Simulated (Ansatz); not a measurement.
The same path of CH₆BClO₂ (11 atoms, charge 0, multiplicity 1) was run 3 times with different band settings. Lost on the way: B1–O2, O6–H11. Made: O2–H11.

Method: RKS PBE-D4/def2-SVP (Ansatz).

Relaxed end points:

```xyz
11
Properties=species:S:1:pos:R:3
B 0.059 -0.008 0.428
O -0.941 -0.750 1.037
H -1.817 -0.389 0.817
Cl 1.671 -0.909 0.366
H -0.168 0.732 -0.520
O 0.454 1.243 1.668
C 1.449 2.219 1.298
H 2.381 1.719 0.966
H 1.024 2.795 0.457
H 1.641 2.897 2.152
H 0.814 0.678 2.387
```

```xyz
11
Properties=species:S:1:pos:R:3
B 0.215 0.522 0.202
O -0.640 -0.005 1.836
H -0.183 -0.870 1.928
Cl 1.550 -0.775 0.277
H -0.684 0.281 -0.584
O 0.545 1.836 0.376
C 1.614 2.270 1.195
H 2.533 1.669 1.024
H 1.825 3.333 0.959
H 1.345 2.196 2.273
H -1.554 -0.228 1.569
```

Common settings: movable images 7; climbing image yes; optimiser quadratic models (default); force threshold 0.03 eV/Å; iteration limit 60; end points relaxed.

| run | spring | start path |
| --- | --- | --- |
| 1 | 5.0 eV/Å² | through a guess of the saddle point |
| 2 | 5.0 eV/Å² | straight line |
| 3 | 0.1 eV/Å² | through a guess of the saddle point |

Problem. What does each run give, and how far can it be trusted?

Solution. Run 1: converged after 16 iterations, highest image 0.485 eV above the first end. A vibrational analysis at the climbing image gives 2 clearly imaginary modes (1007i, 86i cm⁻¹): a point of higher order. A lower path may pass nearby, or the ends, which weren't checked, may share the extra mode.
Run 2: converged after 30 iterations, highest image 0.465 eV above the first end. The order of the point at the top wasn't checked.
Run 3: converged after 20 iterations, highest image 0.466 eV above the first end. The order of the point at the top wasn't checked.
The orbitals stay closed-shell, which can raise the energy where a bond breaks towards radicals; this wasn't checked here.
